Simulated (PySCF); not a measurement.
# Dipole response of Cl⁻ (chlorine, charge -1)

[Ar], closed-shell 1S. Computed with PySCF 2.14 in dyall-av3z (19s12p3d2f, 84 functions), with scalar relativity by spin-free X2C-1e. Coupled (time-dependent) response in atomic units; α is the mean over directions.

| method | mean α (bohr³) | C₆ (like pair) | S(−4) |
| --- | --- | --- | --- |
| UHF | 26.45 | 227.5 | 208.2 |
| PBE0 | 29.88 | 263.7 | 305.8 |
| TPSSh | 30.75 | 276.0 | 323.5 |

S(−4) is the Cauchy moment in α(ω) = α(0) + S(−4) ω² + …

α(iu) at TPSSh:

```
u (hartree)  α(iu) (bohr³)
          0          30.75
     0.0500          29.98
      0.100          28.01
      0.200          22.99
      0.300          18.54
      0.500          12.22
      0.750          7.663
       1.00          5.137
       1.50          2.713
       2.00          1.660
       3.00         0.8046
       5.00         0.3166
```

For an ion, C₆ is the dispersion term alone; charge-induced terms of lower order in 1/R come first.
